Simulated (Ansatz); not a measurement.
Abridged output of a molecular run in Ansatz:

```
Functional definition: HF
818 factors; integrals over basis functions are off by at most 1.1e-3 eV
mean field evaluation 1: about -22930.1130 eV, gradient 3.1e1 eV
mean field evaluation 2: about -22930.1169 eV, gradient 3.1e1 eV
mean field evaluation 4: about -22932.6035 eV, gradient 3.3e0 eV
mean field evaluation 8: about -22932.6639 eV, gradient 1.2e-1 eV
mean field evaluation 16: about -22932.6536 eV, gradient 8.1e-1 eV
mean field -22932.66403426 eV, -842.7598589410 hartree, gradient 1.7e-6 eV, S^2 0.000000; 0 other end points of the search recorded, 0 dependent functions left out
12 core orbitals not correlated: weight in the atoms' cores, before any rotation towards them, 1.000 or more for the frozen orbitals, at most 0.000 for the correlated occupied ones
reference -22932.66403426 eV, -842.7598589410 hartree; 12, 12 occupied and 60, 60 virtual orbitals, 818 factors
second order -14.32669529 eV of doubles, -0.00000000 eV of singles
cycle   1  -14.94519553 eV  change   -6.2e-1 eV  update   9.7e-2
cycle   2  -15.40127364 eV  change   -4.6e-1 eV  update   3.0e-2
cycle   3  -15.50525769 eV  change   -1.0e-1 eV  update   1.5e-2
cycle   4  -15.50015587 eV  change    5.1e-3 eV  update   3.6e-3
cycle   5  -15.50086168 eV  change   -7.1e-4 eV  update   1.4e-3
cycle   6  -15.50078987 eV  change    7.2e-5 eV  update   3.6e-4
cycle   7  -15.50064413 eV  change    1.5e-4 eV  update   1.5e-4
cycle   8  -15.50065664 eV  change   -1.3e-5 eV  update   5.5e-5
cycle   9  -15.50065236 eV  change    4.3e-6 eV  update   2.1e-5
perturbative correction -0.49864760 eV, -0.0183249615 hartree
Total energy: -22948.66333423 eV, -843.3478223701 hartree
```

Its atoms:

Z-matrix (Å, degrees):
```
Si
N 1 1.740
H 1 1.492 2 111.9
H 1 1.482 2 107.7 3 120.7
H 1 1.482 2 107.7 3 -120.7
C 2 1.238 1 125.6 3 -0.1
Cl 6 1.747 2 122.3 1 -180.0
H 6 1.094 2 128.1 1 0.0
```

(1) Which basis set was used?
A. cc-pV(Q+d)Z
B. def2-TZVPP
C. cc-pV(T+d)Z
D. def2-SVP

(2) Write the keys of the input that set method, charge and spin (a neutral closed shell needs none for the last two).

Results:

(1) D. It gives 84 functions.

(2) 
```yaml
correlation: {method: ccsd_t}
```
